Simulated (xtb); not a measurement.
C2H6AlF, SMILES [CH3][Al]([CH3])[F]. All values are semi-empirical tight-binding results from xtb (GFN2-xTB unless named), good for trends rather than for accurate numbers. Geometry optimised at GFN2-xTB. The isomer is the one that the SMILES or the coordinates give; other isomers of the formula were not compared.

Optimised geometry:

Bonds (Å): Al1–C2 1.989, Al1–C6 1.989, Al1–F10 1.659, C2–H3 1.092, C2–H4 1.093, C2–H5 1.095, C6–H7 1.094, C6–H8 1.094, C6–H9 1.091. Angles (°): C2–Al1–C6 129.8, C2–Al1–F10 115.2, C6–Al1–F10 115.0, Al1–C2–H3 112.9, Al1–C2–H4 112.4, Al1–C2–H5 110.3, H3–C2–H4 106.3, H3–C2–H5 107.6, H4–C2–H5 106.8, Al1–C6–H7 111.8, Al1–C6–H8 110.7, Al1–C6–H9 113.2, H7–C6–H8 106.2, H7–C6–H9 106.9, H8–C6–H9 107.7.
Charge 0, spin multiplicity 1.

A frequency run showed that this geometry is not a minimum.

For metal compounds this method's bond lengths and energies can be far off.

Task: Estimate the properties. (An estimate is asked for; the answer gives what the named calculation found.)

Result: 
| Property | Result |
|---|---|
| orbital gap | 4.30 eV |

Task: Give the atomic charges and the Wiberg bond orders between heavy atoms. (An estimate is asked for; the answer gives what the named calculation found.)

Result: charges (e) Al1 0.35, C2 -0.21, H3 0.05, H4 0.05, H5 0.07, C6 -0.21, H7 0.06, H8 0.07, H9 0.05, F10 -0.28. Bond orders Al1–C2 1.03, Al1–C6 1.03, Al1–F10 1.21.
